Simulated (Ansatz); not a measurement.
Ideal-gas functions of `[NH2][In]([SH])[SH]` at 600 K and 1 bar, from an Ansatz frequency run at PBE0-D4/def2-TZVP.

Molar mass 196.99 g/mol, point group Cs (symmetry number 1), electronic degeneracy 1, moments of inertia 156.214, 283.259, 438.874 u Å². Harmonic wavenumbers (cm⁻¹, unscaled): 85, 107, 116, 141, 215, 263, 334, 366, 403, 618, 647, 686, 785, 1554, 2717, 2718, 3569, 3671.

Use S(trans) = R[1.5 ln M + 2.5 ln T − 1.1517]; rotational temperatures θ = 24.2544 K / I; S(rot) = R[ln(√π/σ · √(T³/θAθBθC)) + 1.5]; for each mode x = 1.438777 ν̃/T, S = R[x/(eˣ − 1) − ln(1 − e⁻ˣ)] and H = RT x/(eˣ − 1); 1 cm⁻¹ = 0.0119627 kJ/mol; R = 8.31446 J/(mol·K).

Question: By hand: the entropy, in J/(mol·K).

Answer: Translation 189.3. Rotation: θ = 0.1553, 0.0856, 0.0553 K, giving 127.0. Vibration, mode by mode: 21.55, 19.65, 18.98, 17.37, 13.91, 12.28, 10.38, 9.66, 8.91, 5.77, 5.45, 5.05, 4.18, 0.97, 0.09, 0.09, 0.02, 0.01, in all 154.3. Electronic 0.0. Sum 470.6 J/(mol·K).

Question: By hand: H − E and G − E in kJ/mol, counted from the electronic energy.

Answer: Zero-point energy ½ × 18995 × 0.0119627 = 113.6; thermal vibration 42.6; translation, rotation and pV give 4 RT = 20.0. H − E = 176.2 kJ/mol, and G − E = 176.2 − 600 × 470.6/1000 = -106.2 kJ/mol.

Vibration gives 33 % of the entropy, 77.6 J/(mol·K) of it from the modes under 150 cm⁻¹: soft modes count most, and the harmonic formula is weakest for them. The sum counts one conformer and one mirror image; others add a mixing term.
